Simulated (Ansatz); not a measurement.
Ansatz results at the PBE0-D4/def2-TZVP geometry: HOMO energy (B3LYP/def2-TZVPP) -8.01 eV; HOMO energy (PBE/def2-TZVPP) -6.98 eV; HOMO energy (ωB97M-V/def2-TZVPP) -10.48 eV.

**Question.** Which molecule gave them?
A. `C[Si](O)(O)O`
B. `C[SiH](N)O[SiH3]`
C. `CC[Si](F)(F)F`
D. `C[SiH2]Br`

**Answer.** D. The others give `C[Si](O)(O)O`: -8.47, -7.11, -11.07; `C[SiH](N)O[SiH3]`: -7.40, -6.19, -10.08; `CC[Si](F)(F)F`: -9.30, -8.05, -11.78.

B3LYP here is the variant with VWN-RPA as its local correlation; programs differ in this.
